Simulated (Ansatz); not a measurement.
Cartesian coordinates in Å:
```
N -0.388 0.617 0.268
C 0.246 -0.448 -0.218
Cl 1.776 -0.684 0.570
Se -0.357 -1.516 -1.504
H 0.012 1.179 0.999
H -1.288 0.852 -0.115
```

Charge 0, multiplicity 1.

**Question.** List the PBE/def2-TZVPP orbital energies in eV (Ansatz 0.2.0). (Estimate.)

**Answer.** Ansatz gave: Occupied: -12301.46, -2739.72, -1561.45, -1402.24, -1402.19, -1402.14, -382.32, -272.82, -250.27, -204.45, -191.04, -190.77, -190.74, -149.82, -149.67, -149.51, -52.93, -52.88, -52.77, -52.64, -52.62, -24.78, -21.55, -18.02, -15.45, -14.34, -12.06, -10.52, -9.56, -8.05, -7.98, -5.79, -5.17. Lowest empty: -2.37, -0.85, -0.12, 0.48, 2.16, 2.77, 3.73, 4.56.
